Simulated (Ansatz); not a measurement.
Computed with Ansatz on PBE0-D4/def2-TZVP structures; ΔE is electronic, products minus reactants. CBS: MP2 limit from def2 TZ/QZ plus the TZ coupled-cluster correction, frozen cores. DFT in def2-TZVPP. B3LYP here is the variant with VWN-RPA as its local correlation; programs differ in this. For Ge outer-core shells are correlated without core-valence functions, which leaves a few kJ/mol of doubt a bond. Scalar relativity is left out up to krypton. Each species was taken in one conformer, which may not be the lowest.

Consider the formal exchange of groups at a Ge–O bond: `[CH3][GeH2][O]C=S` + `CCS` → `[CH3][GeH2][CH3]` + `S=COCS`.

`[CH3][GeH2][O]C=S`:

```xyz
11

C    -0.253    0.055    1.892
Ge   -0.408   -0.713    0.126
O    -0.201    0.698   -1.014
C     0.621    0.681   -2.041
S     0.819    1.903   -3.077
H     0.743    0.475    2.030
H    -0.994    0.846    2.012
H    -0.425   -0.709    2.652
H    -1.800   -1.276   -0.188
H     0.707   -1.709   -0.239
H     1.191   -0.250   -2.154
```

`CCS`:

Z-matrix (Å, degrees):
```
C
C 1 1.514
H 1 1.094 2 110.6
H 1 1.091 2 111.0 3 120.4
H 1 1.093 2 111.0 3 -119.6
S 2 1.813 1 114.1 3 -177.2
H 2 1.092 1 111.5 3 58.7
H 2 1.093 1 110.8 3 -60.2
H 6 1.343 2 96.8 1 -62.2
```

`[CH3][GeH2][CH3]`:

Z-matrix (Å, degrees):
```
C
Ge 1 1.955
H 1 1.091 2 110.3
H 1 1.091 2 110.8 3 120.1
H 1 1.091 2 110.3 3 -119.8
C 2 1.955 1 110.6 3 59.9
H 2 1.544 1 109.6 3 -179.2
H 2 1.544 1 109.6 3 -61.0
H 6 1.091 2 110.3 1 59.9
H 6 1.091 2 110.3 1 -59.9
H 6 1.091 2 110.8 1 -180.0
```

`S=COCS`:

Cartesian coordinates in Å:
```
S 1.427 -2.002 1.783
C 0.836 -0.710 1.033
O 0.488 -0.698 -0.250
C -0.031 0.522 -0.764
S -1.686 0.933 -0.190
H 0.686 0.249 1.538
H 0.604 1.363 -0.475
H -0.011 0.410 -1.844
H -2.313 -0.067 -0.830
```

```json
{"level": "PBE-D4", "ΔE (kcal/mol)": "18.4", "difference from CCSD(T)/CBS": "-2.0"}
{"level": "r2SCAN-D4", "ΔE (kcal/mol)": "19.6", "difference from CCSD(T)/CBS": "-0.8"}
{"level": "PBE0-D4", "ΔE (kcal/mol)": "19.3", "difference from CCSD(T)/CBS": "-1.1"}
{"level": "B3LYP-D4", "ΔE (kcal/mol)": "20.1", "difference from CCSD(T)/CBS": "-0.3"}
{"level": "ωB97X-V", "ΔE (kcal/mol)": "20.0", "difference from CCSD(T)/CBS": "-0.4"}
{"level": "ωB97M-V", "ΔE (kcal/mol)": "19.8", "difference from CCSD(T)/CBS": "-0.6"}
{"level": "B2PLYP", "ΔE (kcal/mol)": "20.7", "difference from CCSD(T)/CBS": "0.3"}
{"level": "PBE", "ΔE (kcal/mol)": "18.6", "difference from CCSD(T)/CBS": "-1.8"}
{"level": "r2SCAN", "ΔE (kcal/mol)": "19.6", "difference from CCSD(T)/CBS": "-0.8"}
{"level": "PBE0", "ΔE (kcal/mol)": "19.5", "difference from CCSD(T)/CBS": "-0.9"}
{"level": "B3LYP", "ΔE (kcal/mol)": "20.3", "difference from CCSD(T)/CBS": "-0.1"}
{"level": "HF/def2-TZVPP", "ΔE (kcal/mol)": "23.4", "difference from CCSD(T)/CBS": "3.0"}
{"level": "MP2/def2-TZVPP", "ΔE (kcal/mol)": "20.6", "difference from CCSD(T)/CBS": "0.2"}
{"level": "SCS-MP2/def2-TZVPP", "ΔE (kcal/mol)": "21.0", "difference from CCSD(T)/CBS": "0.6"}
{"level": "CCSD/def2-TZVPP", "ΔE (kcal/mol)": "20.3", "difference from CCSD(T)/CBS": "-0.1"}
{"level": "CCSD(T)/def2-TZVPP", "ΔE (kcal/mol)": "19.8", "difference from CCSD(T)/CBS": "-0.6"}
{"level": "HF/def2-QZVPP", "ΔE (kcal/mol)": "23.9", "difference from CCSD(T)/CBS": "3.5"}
{"level": "MP2/def2-QZVPP", "ΔE (kcal/mol)": "21.2", "difference from CCSD(T)/CBS": "0.8"}
{"level": "SCS-MP2/def2-QZVPP", "ΔE (kcal/mol)": "21.6", "difference from CCSD(T)/CBS": "1.2"}
{"level": "HF/CBS(def2)", "ΔE (kcal/mol)": "24.0", "difference from CCSD(T)/CBS": "3.6"}
{"level": "MP2/CBS(def2)", "ΔE (kcal/mol)": "21.3", "difference from CCSD(T)/CBS": "0.9"}
{"level": "CCSD/CBS(def2)", "ΔE (kcal/mol)": "20.9", "difference from CCSD(T)/CBS": "0.5"}
{"level": "CCSD(T)/CBS", "ΔE (kcal/mol)": "20.4", "difference from CCSD(T)/CBS": "0"}
```

Largest T1 diagnostic among the species: 0.016.

In def2-TZVPP, CCSD(T) changes the Hartree–Fock value by −3.6 kcal/mol (the triples alone add −0.5 kcal/mol) and MP2 by −2.7 kcal/mol. From PBE to PBE0 (25 % exact exchange), in def2-TZVPP and without D4, ΔE moves by +0.9 kcal/mol.
